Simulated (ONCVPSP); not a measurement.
## Cd (Z = 48): variants of one ONCV potential

Base potential:

ONCVPSP 4.0.1 input, shortened (lines: element, Z, core and valence counts, functional; n l f; lmax; l rc ep ncon nbas qcut; lloc lpopt rc5 dvloc0; l nproj debl; icmod fcfact rcfact), PBE, scalar-relativistic:

```
  Cd 48.00    6    4        4      upf
    1    0    2.00
    2    0    2.00
    2    1    6.00
    3    0    2.00
    3    1    6.00
    3    2   10.00
    4    0    2.00
    4    1    6.00
    4    2   10.00
    5    0    2.00
    2
    0    1.65    0.00    3    8    8.60
    1    1.05    0.00    3    6    7.60
    2    1.50    0.00    4    9   11.60
    4    4    0.95    3.00
    0    2    3.00
    1    3    2.80
    2    2    2.00
    2    0.45    0.75
```

All-electron outer shells of the reference configuration (PBE, scalar-relativistic, ld1.x):

| shell | level (eV) | outermost node (bohr) | outermost maximum (bohr) |
| --- | --- | --- | --- |
| 3d | -393.64 | – | 0.27 |
| 4s | -105.92 | 0.43 | 0.79 |
| 4p | -66.97 | 0.43 | 0.84 |
| 4d | -11.73 | 0.42 | 0.98 |
| 5s | -5.66 | 1.07 | 2.35 |

Cutoffs, loose and tight: the cutoffs (Ha) at which the residual kinetic energy of the hardest occupied pseudo-wave falls to 1 and 0.1 mHa per electron. They do not see the model core or the augmentation charge, which bear on the density cutoff. Test errors are all-electron minus pseudo excitation energies from the reference, over the configurations 4s2 4p6 4d10 5s1; 4s2 4p6 4d10 5s0; 4s2 4p6 4d9 5s0; 4s2 4p6 4d10 5s0 5p1. A dash means not determined; rows that change the core or the reference have their own tests.

1 further variants are left out, since the program set their typed debl aside.

```tsv
change	outcome	cutoff, loose	cutoff, tight	bound ghosts	GHOST(+) flags above zero	largest test error (meV)
base	generated	87 Ha	148 Ha	none	none	-13
functional PBEsol	generated	86 Ha	148 Ha	none	none	-13
s: qcut 7.4	generated	87 Ha	148 Ha	none	none	-14
core correction Teter function, fcfact 2.5, rcfact 1.5	generated	87 Ha	148 Ha	none	none	-13
reference 4s2 4p6 4d10 5s1.5	generated	87 Ha	148 Ha	none	none	-7.1
s: qcut 12.2; p: qcut 10.8; d: qcut 16.5	generated	86 Ha	98 Ha	none	d	-5.4
```
